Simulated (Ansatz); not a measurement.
`BrCCBr`, relaxed with RKS PBE0-D4/def2-TZVP in Ansatz from a PBE-D4/def2-SVP geometry. The force threshold is 0.005 eV/Å; the program also tests the step.

Charge 0, multiplicity 1.

Start:

```xyz
8

Br    0.021    2.258    0.185
C    -0.452    0.458   -0.426
C     0.197   -0.640    0.384
Br    2.143   -0.712    0.176
H    -1.554    0.384   -0.334
H    -0.173    0.404   -1.495
H     0.000   -0.528    1.466
H    -0.183   -1.625    0.044
```

(1) How much energy does the relaxation release, and in how many steps? (Estimate.)

(2) Which bonds change most? (Estimate.)

(3) Give the relaxed structure. (Estimate.)

## Answers

(1) The calculation gave: 3.23 kJ/mol, in 4 steps.

(2) Computed: C3–Br4 from 1.958 to 1.938 Å; Br1–C2 from 1.958 to 1.938 Å; C2–H6 from 1.106 to 1.088 Å; C3–H7 from 1.106 to 1.088 Å.

(3) Ansatz gave: 
```xyz
8

Br    0.004    2.230    0.198
C    -0.449    0.452   -0.427
C     0.192   -0.635    0.385
Br    2.115   -0.716    0.155
H    -1.534    0.377   -0.349
H    -0.155    0.407   -1.474
H     0.012   -0.509    1.450
H    -0.187   -1.605    0.062
```
